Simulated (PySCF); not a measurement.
## GaI₂: from structure and modes to constants

All numbers come from UPBE in PySCF with Ga def2-SVP, I def2-SVP with ECP28; scalar-relativistic core potentials, no spin–orbit coupling; density-fitted integrals.

The doublet minimum has C2v symmetry. Masses (u): Ga 68.92558, I 126.90447.

```xyz
3
charge 0 multiplicity 2, angstrom
Ga    0.0000    0.0000   -0.9568
I     2.2629    0.0000    0.2567
I    -2.2629    0.0000    0.2567
```

Harmonic wavenumbers (cm⁻¹): 53.7 (a1, ×1), 178.0 (a1, ×1), 246.8 (b2, ×1).

Question: What is the harmonic zero-point energy?

Answer: Half the sum of all 3 wavenumbers, 479/2 = 239 cm⁻¹, which is 2.9 kJ/mol (1 cm⁻¹ = 0.0119627 kJ/mol).

Question: Give the standard entropy (298.15 K, 1 bar) by its translational, rotational, vibrational and spin parts, and Cp.

Answer: Sackur–Tetrode with M = 322.73 u gives 180.9; rotation with symmetry number 2 gives 120.8; vibration 36.7; spin R ln 2 = 5.8. The total is 344.2 J/(mol K), and Cp = 4 R + 23.5 = 56.7 J/(mol K).

This need not be the most stable arrangement of these atoms. Spin–orbit coupling, left out here, can matter for elements this heavy.
